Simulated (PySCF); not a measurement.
C5H8BN.
Z-matrix (Å and degrees, PBE0-D3(BJ)/def2-SVP geometry), rows numbered from 1:
```
B 
N   1  1.6006
C   2  1.3399  1  120.41
C   3  1.3877  2  122.02  1   177.10
C   4  1.3924  3  118.98  2     0.28
C   5  1.3930  4  118.65  3    -0.01
C   2  1.3404  1  120.19  3   177.65
H   1  1.2242  2  106.52  3   149.61
H   1  1.2285  2  105.30  3   -91.38
H   1  1.2239  2  106.58  3    27.83
H   3  1.0911  2  115.18  1    -2.93
H   4  1.0910  3  119.50  2  -179.97
H   5  1.0922  4  120.68  3   179.78
H   6  1.0910  5  121.50  4   179.71
H   7  1.0912  2  115.18  1     2.97
```

The closed-shell ground state was solved at several levels (PySCF, density fitting, gas phase, non-relativistic).

| level | basis functions | HOMO (eV) | LUMO (eV) | gap (eV) | dipole (D) |
| --- | --- | --- | --- | --- | --- |
| B3LYP/pcJ-1 | 269 | -7.11 | -2.19 | 4.92 | 6.75 |
| PBE0/pcSseg-1 | 159 | -7.29 | -2.02 | 5.27 | 6.70 |
| B3LYP/pcSseg-2 | 364 | -7.12 | -2.21 | 4.91 | 6.62 |

Q: Estimate the row for wB97X-D/def2-SVPD, a basis of 204 functions; the other rows only guide the guess.

A: HOMO -9.14 eV, LUMO -0.30 eV, gap 8.84 eV, dipole 6.74 D.

Q: How far do the dipole and the HOMO energy spread over the levels?

A: The dipole runs from 6.62 to 6.75 D (mean 6.70 D) and the HOMO from -9.14 to -7.11 eV.
